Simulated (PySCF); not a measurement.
PySCF job for C2H6N2OSi, SMILES C(=N[SiH2]NC)=O, PBE-D3(BJ)/def2-SVP. The structure is a stationary point at PBE-D3(BJ)/def2-SVP. This is a generated structure with no PubChem entry under its InChIKey; it may be hypothetical. One conformer was computed; it need not be the lowest.

```python
import numpy as np
from pyscf import gto, scf, dft, df
from pyscf.hessian import thermo

mol = gto.M(
    atom='''
    C    -2.44117061    0.89395319   -0.18721936
    N    -1.78280984   -0.15355639    0.57706739
    Si   -0.43382892   -1.07963049    0.02177866
    N     1.07597608   -0.20721682   -0.08746946
    C     2.05172372    0.50388768   -0.14970568
    O     3.01326523    1.19245647   -0.21049636
    H    -3.52404172    0.95157702    0.05588521
    H    -2.00625347    1.90988259   -0.03549121
    H    -2.36690116    0.66756020   -1.27118311
    H    -1.90219099   -0.06507862    1.58954781
    H    -0.22079114   -2.19142779    1.00206848
    H    -0.72782078   -1.55897089   -1.36739267
    ''',
    basis='def2-SVP',
    charge=0,
    spin=0,
    max_memory=1600,
    verbose=3,
)
mf = dft.RKS(mol, xc='pbe').density_fit(auxbasis='def2-universal-jkfit')
mf.disp = 'd3bj'
mf.grids.level = 3
mf.conv_tol = 1e-11
mf.max_cycle = 100
mf.kernel()

# [left out here: the lines that compute and print the analytic Hessian (its translational invariance restored by hand, since the grid's response is missing), thermochemistry and intensities]
```

Log of the run:

```
[...]
       3   N                 0.06 -0.07 -0.02    0.02 -0.01  0.04    0.01 -0.01  0.03
       4   C                -0.12  0.20  0.05    0.02  0.01  0.01   -0.00 -0.01  0.01
       5   O                 0.07 -0.07 -0.02    0.02  0.02 -0.00   -0.01 -0.01 -0.00
       6   H                -0.00  0.01 -0.00    0.03 -0.03 -0.03   -0.07  0.12 -0.13
       7   H                -0.00  0.00 -0.00    0.04 -0.05 -0.03   -0.02  0.06 -0.09
       8   H                -0.00  0.00 -0.00    0.07 -0.11  0.04    0.03 -0.03 -0.00
       9   H                -0.01  0.01  0.00    0.03 -0.14  0.04   -0.23 -0.03  0.07
      10   H                -0.01 -0.03 -0.02   -0.08  0.40  0.37    0.57  0.05 -0.06
      11   H                -0.02  0.01 -0.00    0.05 -0.47  0.09   -0.19 -0.26  0.09
Mode                                12                  13                  14
Irrep
Freq [cm^-1]                      798.1509            884.0946            891.2829
Reduced mass [au]                   1.3613              1.1066              1.1779
Force const [Dyne/A]                0.5109              0.5096              0.5513
Char temp [K]                    1148.3615           1272.0153           1282.3577
Normal mode                   x     y     z       x     y     z       x     y     z
       0   C                 0.03 -0.03  0.00    0.01 -0.01 -0.00   -0.00  0.01  0.01
       1   N                 0.06 -0.02 -0.09    0.01 -0.01 -0.02   -0.02 -0.01  0.01
       2  Si                -0.04  0.02  0.02   -0.02  0.05  0.02    0.07 -0.00 -0.02
       3   N                 0.01 -0.00  0.02    0.00 -0.00 -0.00   -0.01  0.02  0.01
       4   C                 0.01  0.00  0.01    0.00  0.00 -0.00    0.00  0.01  0.00
       5   O                 0.01  0.01 -0.00    0.00  0.00 -0.00   -0.00 -0.00 -0.00
       6   H                 0.06 -0.08  0.15    0.03 -0.05  0.05   -0.01  0.02 -0.04
       7   H                 0.02 -0.05  0.12   -0.00 -0.01  0.04   -0.03  0.03 -0.04
       8   H                -0.08  0.12 -0.04   -0.03  0.02 -0.01    0.01 -0.03  0.01
       9   H                -0.02 -0.05 -0.10    0.02  0.00 -0.02   -0.07 -0.00  0.00
      10   H                 0.46  0.10 -0.00   -0.04 -0.43 -0.51   -0.60 -0.04  0.09
      11   H                -0.63  0.10  0.12    0.04 -0.62  0.23   -0.65 -0.09  0.16
Mode                                15                  16                  17
Irrep
Freq [cm^-1]                     1065.6506           1101.2288           1136.0479
Reduced mass [au]                   1.2247              1.2974              3.8927
Force const [Dyne/A]                0.8194              0.9270              2.9600
Char temp [K]                    1533.2340           1584.4230           1634.5200
Normal mode                   x     y     z       x     y     z       x     y     z
       0   C                 0.03 -0.06 -0.07   -0.10 -0.07  0.00   -0.06  0.10 -0.12
       1   N                -0.01  0.01  0.06    0.05  0.04 -0.01    0.10 -0.12  0.09
       2  Si                 0.01 -0.00 -0.02    0.00  0.00  0.00   -0.02  0.01  0.01
       3   N                 0.00  0.00  0.00    0.00  0.00 -0.00   -0.00  0.00  0.00
       4   C                -0.00 -0.00  0.00   -0.00  0.00 -0.00   -0.00 -0.00  0.00
       5   O                -0.00 -0.00 -0.00   -0.00 -0.00  0.00    0.00  0.00 -0.00
       6   H                 0.12 -0.05  0.32   -0.12  0.52 -0.19   -0.03  0.06  0.02
       7   H                 0.01 -0.11  0.34    0.43 -0.34  0.21   -0.05  0.06  0.01
       8   H                -0.25  0.41 -0.18    0.23  0.17 -0.03   -0.12  0.18 -0.14
       9   H                -0.36  0.38 -0.01    0.03 -0.05 -0.00    0.20 -0.25  0.11
      10   H                -0.07  0.05  0.06   -0.03 -0.03 -0.02   -0.07  0.02  0.04
      11   H                 0.08 -0.04 -0.02   -0.02 -0.01  0.01   -0.03  0.00  0.01
Mode                                18                  19                  20
Irrep
Freq [cm^-1]                     1351.9772           1399.4245           1413.9344
Reduced mass [au]                   1.4542              1.1408              1.0552
Force const [Dyne/A]                1.5661              1.3163              1.2429
Char temp [K]                    1945.1942           2013.4603           2034.3368
Normal mode                   x     y     z       x     y     z       x     y     z
       0   C                -0.04  0.05  0.06   -0.06  0.06 -0.05   -0.02 -0.06  0.02
       1   N                 0.09 -0.09 -0.01   -0.00 -0.00 -0.00   -0.01 -0.01  0.00
       2  Si                -0.01  0.01 -0.00    0.00 -0.00 -0.00   -0.00  0.00  0.00
       3   N                -0.00 -0.00  0.00    0.01  0.00  0.00   -0.00 -0.00  0.00
       4   C                -0.00 -0.00  0.00   -0.00  0.00  0.00   -0.00 -0.00 -0.00
       5   O                 0.00  0.00 -0.00   -0.00 -0.00  0.00    0.00  0.00 -0.00
       6   H                -0.11 -0.08 -0.23    0.08 -0.24  0.54    0.08  0.18  0.34
       7   H                 0.15  0.02 -0.27    0.21 -0.10  0.18   -0.21  0.15 -0.55
       8   H                 0.06 -0.03  0.08    0.53 -0.36  0.09    0.45  0.48 -0.06
       9   H                -0.45  0.52 -0.13   -0.06  0.06 -0.02    0.02 -0.02  0.01
      10   H                -0.02  0.03  0.01   -0.01  0.01  0.01    0.01 -0.00 -0.01
      11   H                 0.04 -0.02  0.01   -0.00 -0.01 -0.01    0.01 -0.00  0.00
Mode                                21                  22                  23
Irrep
Freq [cm^-1]                     1447.5404           1463.8612           2190.1095
Reduced mass [au]                   1.0685             11.8149              1.0354
Force const [Dyne/A]                1.3191             14.9170              2.9260
Char temp [K]                    2082.6883           2106.1704           3151.0799
Normal mode                   x     y     z       x     y     z       x     y     z
       0   C                 0.02 -0.02 -0.02   -0.00  0.01 -0.00    0.00 -0.00  0.00
       1   N                 0.03 -0.03 -0.02   -0.00  0.01  0.00    0.00 -0.00  0.00
       2  Si                -0.00  0.00  0.00    0.02  0.01 -0.00    0.00  0.02  0.02
       3   N                -0.02 -0.01  0.00   -0.16 -0.11  0.01   -0.00 -0.00  0.00
       4   C                -0.00 -0.00  0.00   -0.03 -0.02  0.00    0.01  0.01 -0.00
       5   O                 0.02  0.01 -0.00    0.13  0.09 -0.01   -0.00 -0.00  0.00
       6   H                 0.05  0.59  0.08   -0.01 -0.09  0.00    0.00  0.00 -0.00
       7   H                -0.53  0.19  0.27    0.08 -0.03 -0.01   -0.00 -0.00 -0.00
       8   H                 0.09 -0.35  0.08   -0.01  0.02 -0.01   -0.00  0.00  0.00
       9   H                -0.12  0.15 -0.05    0.02 -0.02  0.01   -0.00  0.01  0.00
      10   H                 0.01  0.01 -0.00    0.01  0.01  0.00    0.05 -0.23  0.21
      11   H                 0.01 -0.00  0.00    0.01  0.01 -0.01   -0.18 -0.30 -0.86
Mode                                24                  25                  26
Irrep
Freq [cm^-1]                     2200.2089           2400.4096           2920.4446
Reduced mass [au]                   1.0498             12.1485              1.0438
Force const [Dyne/A]                2.9943             41.2424              5.2451
Char temp [K]                    3165.6108           3453.6549           4201.8695
Normal mode                   x     y     z       x     y     z       x     y     z
       0   C                -0.00 -0.00  0.00   -0.00  0.00 -0.00   -0.00  0.06 -0.01
       1   N                -0.00  0.00 -0.00    0.00 -0.00  0.00   -0.00  0.00 -0.00
       2  Si                -0.01  0.02 -0.03    0.00 -0.00 -0.00    0.00 -0.00 -0.00
       3   N                -0.00 -0.00  0.00   -0.10 -0.07  0.01   -0.00 -0.00  0.00
       4   C                 0.01  0.00 -0.00    0.19  0.14 -0.01    0.00  0.00 -0.00
       5   O                -0.00 -0.00  0.00   -0.07 -0.05  0.00   -0.00 -0.00  0.00
       6   H                 0.00  0.00  0.00   -0.00 -0.00  0.00    0.39 -0.00 -0.09
       7   H                -0.00  0.00  0.00    0.00  0.00  0.00   -0.34 -0.74 -0.13
       8   H                 0.00 -0.00  0.00   -0.00 -0.00 -0.00   -0.02  0.08  0.33
       9   H                -0.00  0.00 -0.00    0.00 -0.00 -0.00   -0.00  0.00 -0.00
      10   H                 0.14 -0.69  0.60    0.01  0.03 -0.03   -0.00  0.00  0.00
      11   H                 0.06  0.11  0.28    0.02  0.02  0.03   -0.00  0.00  0.00
Mode                                27                  28                  29
Irrep
Freq [cm^-1]                     2995.6111           3041.8049           3511.9214
Reduced mass [au]                   1.0960              1.1022              1.0749
Force const [Dyne/A]                5.7946              6.0086              7.8113
Char temp [K]                    4310.0174           4376.4800           5052.8729
Normal mode                   x     y     z       x     y     z       x     y     z
       0   C                 0.07  0.04  0.02    0.04 -0.02 -0.08   -0.00  0.00  0.00
       1   N                -0.00 -0.00 -0.00   -0.00 -0.00  0.00   -0.01  0.01  0.07
       2  Si                -0.00  0.00  0.00   -0.00  0.00 -0.00    0.00 -0.00  0.00
       3   N                 0.00  0.00 -0.00    0.00  0.00  0.00    0.00  0.00 -0.00
       4   C                -0.00 -0.00  0.00   -0.00 -0.00 -0.00   -0.00 -0.00  0.00
       5   O                 0.00  0.00 -0.00    0.00  0.00 -0.00    0.00  0.00 -0.00
       6   H                -0.72  0.04  0.18   -0.45  0.01  0.10    0.00 -0.00 -0.00
       7   H                -0.19 -0.43 -0.08    0.05  0.09 -0.00   -0.00  0.00 -0.00
       8   H                 0.04 -0.07 -0.35   -0.05  0.18  0.80    0.00 -0.00 -0.01
       9   H                -0.00 -0.00  0.00    0.00 -0.01 -0.01    0.12 -0.08 -0.95
      10   H                 0.00 -0.00 -0.00    0.00  0.00  0.00   -0.00  0.00 -0.00
      11   H                 0.00 -0.00 -0.00   -0.00  0.00  0.00   -0.00 -0.00 -0.00
temperature 298.1500 [K]
pressure 101325.00 [Pa]
Rotational constants [GHz] 6.01581 1.32831 1.14236
Symmetry number 1
Zero-point energy (ZPE) 0.08341 [Eh]   218980.224 [J/mol]
                           tot       elec      trans        rot        vib
Entropy [J/mol/K]       382.993      0.000    166.448    116.969     99.577
Cv [J/mol/K]            111.494      0.000     12.472     12.472     86.551
Cp [J/mol/K]            119.809      0.000     20.786     12.472     86.551
Internal energy [J/mol]                      3718.434   3718.434 233082.233
Internal energy [Eh]   -553.27586  -553.36747
Enthalpy [J/mol]                             6197.391   3718.434 233082.233
Enthalpy [Eh]          -553.27492
Gibbs free energy [J/mol]                  -43428.953 -31155.848 203393.462
Gibbs free energy [Eh] -553.31841
mode   freq/cm-1   IR/(km/mol)
   1       33.70         0.173
   2       47.53         0.395
   3       98.34         2.012
   4      138.79         2.233
   5      233.66         1.943
   6      307.80        12.353
   7      446.29        81.809
   8      556.42       113.763
   9      576.26        18.126
  10      582.68        21.346
  11      619.62        64.697
  12      755.85        18.970
  13      798.15        24.919
  14      884.09       109.144
  15      891.28       352.162
  16     1065.65         8.246
  17     1101.23         0.430
  18     1136.05        95.068
  19     1351.98        40.971
  20     1399.42         9.893
  21     1413.93        10.223
  22     1447.54         5.882
  23     1463.86        26.190
  24     2190.11       116.522
  25     2200.21       127.303
  26     2400.41      1215.894
  27     2920.44        78.931
  28     2995.61        32.679
  29     3041.80        16.623
  30     3511.92        20.673
max |gradient| / (hartree/bohr): 6.836319460336352e-05
APT charges: [ 0.3577 -0.8222  1.7491 -1.1918  1.1669 -0.7395 -0.0473 -0.0673  0.002
  0.1476 -0.2781 -0.2772]
```

Self-consistency was reached.

Cost: about 110 core-seconds (a rough figure).
